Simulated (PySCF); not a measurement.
A compound of formula C36H17Cl has these computed shifts in ppm, with the number of atoms in brackets (GIAO KT3/pcSseg-1, IEF-PCM dimethylsulfoxide, PySCF SCF with an in-house response code, fitting set def2-universal-JFIT, grid level 2, non-relativistic, on the GFN2-xTB geometry; 13C, 1H against isolated TMS).

1H: 9.04 (1), 9.03 (1), 8.98 (1), 8.97 (1), 8.92 (1), 8.89 (1), 8.40 (1), 8.19 (1), 8.18 (1), 8.18 (1), 8.18 (1), 8.09 (1), 8.09 (1), 8.08 (1), 8.06 (1), 8.02 (1), 7.99 (1)
13C: 133.2 (1), 131.2 (1), 131.2 (1), 130.7 (1), 130.3 (1), 130.3 (1), 130.1 (1), 130.0 (1), 129.6 (1), 128.5 (1), 128.4 (1), 128.0 (1), 127.9 (1), 127.8 (1), 127.5 (1), 126.7 (1), 123.7 (1), 123.7 (1), 123.4 (1), 123.3 (1), 123.3 (1), 123.2 (1), 122.9 (1), 122.9 (1), 122.9 (1), 122.8 (1), 122.8 (1), 122.7 (1), 122.3 (1), 119.8 (1), 119.7 (1), 119.4 (1), 119.4 (1), 119.3 (1), 119.2 (1), 119.0 (1)

Problem. Which structure gave them?

Solution. Clc1ccc2c3c1cccc3c1c3c4cccc5cccc(c54)c3c3c4cccc5cccc(c54)c3c21. Other isomers were not compared.
